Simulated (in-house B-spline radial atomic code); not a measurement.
Results of a calculation; reference values are marked as such.
## Making a Troullier-Martins s channel for Ru, r_c = 1.06 bohr

Ru, [Kr] 4d7 5s1, non-relativistic PBE, spherical and spin-unpolarised, from an all-electron radial atomic-structure program (B-spline basis) (atomic units). The all-electron 4s level is ε = -2.627441 hartree, its outermost node lies just inside 0.51 bohr and its outer maximum at 0.94 bohr.

Inside r_c the pseudo-orbital is u(r) = r^1 exp(p(r)), with p = c0 + c2 r² + c4 r⁴ + … + c12 r¹². The seven coefficients follow from p and its first four derivatives at r_c, from zero curvature of the screened potential at the origin, c4 = −c2²/(2l + 5), and from the norm inside r_c. At r_c the all-electron orbital has P = 1.09409, P' = -0.7023876, the screened potential V = -4.526027, V' = 10.31965, V'' = -28.85591, and the norm inside is Q = 0.5467947.

**Question.** What are p, p' and p'' at r_c?

**Answer.** p = ln(P/r_c^1) = ln(1.09409/1.06) = 0.03165. p' = P'/P − 1/r_c = -0.64198 − 0.94340 = -1.58538. The radial equation gives p'' = 2(V − ε) − 2(1) p'/r_c − p'² = -3.79717 − (-2.99128) − 2.51343 = -3.31932. Differentiating, p''' = 2V' + 2(1)p'/r_c² − 2(1)p''/r_c − 2p'p'' = 13.555, and p'''' = 2V'' − 4(1)p'/r_c³ + 4(1)p''/r_c² − 2(1)p'''/r_c − 2p''² − 2p'p''' = -68.835.

For a trial c2 the five matching conditions are linear in c0, c6, c8, c10 and c12, and c2 is varied until the norm inside r_c equals Q. The root nearest zero gives:

```
 n         c_n
 0  -0.6467911
 2    3.125009
 4   -1.953136
 6   -3.360539
 8    5.085114
10   -2.619459
12   0.4900698
```

**Question.** Check c4 and p(r_c), and find the screened pseudopotential at the origin.

**Answer.** −c2²/5 = -1.95314, as listed. The terms c_n r_c^n are -0.64679, 3.51126, -2.46579, -4.76699, 8.10490, -4.69105, 0.98612, which sum to 0.03165. Inverting the radial equation, V_l(r) = ε + 1 p'/r + (p'' + p'²)/2, so V_l(0) = ε + (2l + 3) c2 = -2.627441 + 3 × (3.12501) = 6.7476 hartree, finite where the all-electron potential diverges.

Orbitals and screened potentials:

```tsv
r (bohr)	P	u	V all-electron	V pseudo
0.106	0.4018	0.05748	-273.4	6.733
0.265	-0.5453	0.171	-69.13	6.195
0.424	-0.339	0.3603	-30.2	3.619
0.583	0.4201	0.6537	-16.37	-1.509
0.742	0.946	0.9712	-9.963	-6.077
0.901	1.134	1.134	-6.604	-6.428
1.06	1.094	1.094	-4.526	-4.526
```

Logarithmic derivatives P'/P at R = 1.36 bohr, for energies E around ε:

```
E − ε (hartree)  all-electron     pseudo
           -0.5     -0.381165  -0.383088
          -0.25     -0.854266  -0.854874
           -0.1      -1.19109   -1.19117
              0        -1.444   -1.44394
            0.1       -1.7244   -1.72451
           0.25       -2.2086   -2.20983
            0.5      -3.25329   -3.26112
```

**Question.** With P(R) = 0.7853606 and a norm of 0.8199311 inside R, what slope in energy does norm conservation fix?

**Answer.** d(P'/P)/dE = −2 × (norm inside R)/P(R)² = -2.6587 per hartree·bohr at E = ε, for both atoms, since orbital and norm agree at R. Differences over ±0.1 hartree give -2.6665 (all-electron) and -2.6667 (pseudo), which also hold third-order terms. Half a hartree below ε the two curves differ by -0.0019.
